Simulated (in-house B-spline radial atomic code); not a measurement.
A run on neutral neodymium (an excited or competing configuration) that did not converge. Method: Dirac-Hartree-Fock, average of configuration, Fermi nucleus of rms radius 4.9123 fm; computed with a B-spline radial code for spherical atoms.

Command:
```bash
python run_scf.py task.json out
```
Settings (nuclear radius in fm, mass in u):
```
Z                60
configuration    [Kr] 4d10 4f4 5s2 5p4 6s2 6g1 8g1
hamiltonian      dirac
method           hf
spin_polarised   False
nucleus          fermi
rms_radius       4.9123
atomic_mass      141.90773
speed_of_light   137.035999084
```

First and last ten iterations of the last attempt (damped for 15 steps, keeping 80 % of the old Fock matrix, then DIIS):
```
 iter        energy (Eh)    residual
    1       -9605.626410    6.18e-01
    2       -9614.223615    5.61e-01
    3       -9618.506849    3.67e-01
    4       -9620.679196    2.35e-01
    5       -9621.794217    1.56e-01
    6       -9622.340225    1.09e-01
    7       -9622.624016    7.58e-02
    8       -9622.775900    5.28e-02
    9       -9622.839199    3.87e-02
   10       -9622.869221    2.89e-02
  111       -9622.912135    4.60e-04
  112       -9622.913662    5.56e-04
  113       -9622.910593    1.94e-03
  114       -9622.914835    6.46e-04
  115       -9622.918482    6.46e-04
  116       -9622.921119    5.38e-04
  117       -9622.913920    7.88e-04
  118       -9622.910061    1.02e-03
  119       -9622.908716    5.32e-04
  120       -9622.892835    2.70e-04
 not converged after 120 iterations
```

The smallest residual met was 5.2e-05; the threshold is about 6e-07. No energy from this run should be used. Run time, properties included: 67 s on 1 thread of Arm Neoverse V1 (shared host).
